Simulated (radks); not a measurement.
The numbers below are computed, except where a source is named.
All-electron atom: Zr XII in [Ar] 3d10 7s1 (not the ground configuration). Code: a radial shooting solver on a logarithmic mesh with Libxc functionals. Model: scalar-relativistic Kohn-Sham, PBE, spin-polarised, spherical densities, point nucleus; open shells are filled with parallel spins first (spin-orbit coupling, left out, can overturn this in heavy ions).

Radial electron density D(r) = 4 pi r^2 rho(r):

r (bohr),D(r) (e/bohr),spin D(r)
0.0035,6.276,0.00130
0.004705,10.04,0.00206
0.006326,15.53,0.00315
0.008437,22.76,0.00451
0.01134,31.82,0.00605
0.01525,41.17,0.00722
0.02034,48.09,0.00717
0.02735,50.14,0.00513
0.03677,46.60,0.00155
0.04904,42.28,-0.000150
0.06593,44.70,0.00499
0.08864,55.20,0.0161
0.1182,61.22,0.0184
0.159,51.71,0.00333
0.2137,38.26,0.00207
0.285,39.66,0.0336
0.3832,44.46,0.0269
0.5152,32.12,-0.000635
0.6872,13.11,0.0731
0.9239,2.593,0.0402
1.242,0.2588,0.0482
1.657,0.1056,0.0993
2.228,0.06213,0.0621
2.995,0.1102,0.110
3.994,0.1977,0.198
5.37,0.3035,0.303
7.22,0.01544,0.0154

D(r) has 5 maxima, at r = 0.0261, 0.116, 0.368, 2.63, 4.73 bohr, and minima at 0.0531, 0.239 bohr, inside which lie 2.05, 11.18 electrons.
